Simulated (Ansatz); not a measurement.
Basis-set extrapolation for C2H9NOSi2 (`C=C[SiH2]N[SiH2]O`) (PBE0-D4/def2-TZVP geometry, frozen core, Ansatz 0.2.0). Multiplicity 1, RHF reference.

```json
{"": "HF", "def2-TZVPP": "-788.361853", "def2-QZVPP": "-788.390601"}
{"": "MP2 correlation", "def2-TZVPP": "-1.021429", "def2-QZVPP": "-1.095774"}
{"": "CCSD(T) correlation", "def2-TZVPP": "-1.120408", "def2-QZVPP": "not run"}
```

Energies in hartree. Use E(X) = E(∞) + A·exp(−7.88·√X) for Hartree–Fock and E(X) = E(∞) + B·X^(−2.97) for correlation, with X = 3 and 4, and add CCSD(T) minus MP2 of the smaller set to the MP2 limit.

What is the CCSD(T) energy at the basis-set limit?

HF limit: -788.390601 + (-0.028748) × 0.13774 = -788.39456. MP2 limit: -1.095774 + (-0.074345) × 0.74074 = -1.15084. Higher-order term: -1.120408 − (-1.021429) = -0.09898. Total: -789.64438 hartree, 101.7 kcal/mol below CCSD(T)/def2-TZVPP.
